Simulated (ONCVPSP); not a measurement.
## iron, ONCV: configuration errors across variants

```json
{"Element": "Fe", "Generator": "ONCVPSP 4.0.1", "Type": "optimised norm-conserving Vanderbilt (ONCV)", "Functional": "PBEsol", "Relativity": "scalar-relativistic", "Frozen core": "[Ar]", "Valence charge": "8", "Reference configuration": "3d6 4s1.75 4p0.25", "Partial waves": "4s: rc 2.40 bohr, ncon 3, nbas 6, qcut 3.2 1/bohr, 2 projectors, debl 0.9 Ha; 4p: rc 2.95 bohr, ncon 3, nbas 6, qcut 2.3 1/bohr, 2 projectors, debl 2 Ha; 3d: rc 1.60 bohr, ncon 3, nbas 8, qcut 8.6 1/bohr, 2 projectors, debl 1.5 Ha", "Local potential": "polynomial inside 1.00 bohr (lpopt 5, dvloc0 6 Ha)", "Core correction": "Teter function, fcfact 4.25, rcfact 1.05"}
```

All-electron excitation energies from the reference (eV): (1) 3d6 4s2 4p0 -1.010; (2) 3d6 4s1 4p0 7.735; (3) 3d6 4s0 4p1 12.812.

2 further variants failed, have other tests or another functional or relativity, and are left out.

A true bound ghost makes a file unfit for plane-wave use even where its test errors are small: the radial tests pick states by their node count and pass the ghost by.

Errors AE − PS in meV (a dash: test not solved or not reliable):

| change | (1) | (2) | (3) | bound ghosts | GHOST(+) flags above zero |
| --- | --- | --- | --- | --- | --- |
| base | +0.2 | -2.6 | +14 | none | s, p |
| local potential polynomial inside 1.00 bohr (lpopt 5, dvloc0 -0.5 Ha) | +0.2 | -2.9 | +14 | s | p |
| d: nproj 0; local potential the d channel | +0.2 | -3.0 | +13 | s | p |
| core correction Teter function, fcfact 1.3, rcfact 1.05 | +0.3 | -2.3 | +15 | none | s, p |
| core correction Teter function, fcfact 4.25, rcfact 1.46 | +0.2 | -4.3 | -1.5 | none | s, p |

(1) Give the same row for: core correction Teter function, fcfact 1.75, rcfact 1.8.

Answers

(1) -0.2, -12, -32; bound ghosts: none; GHOST(+) flags above zero: s, p.
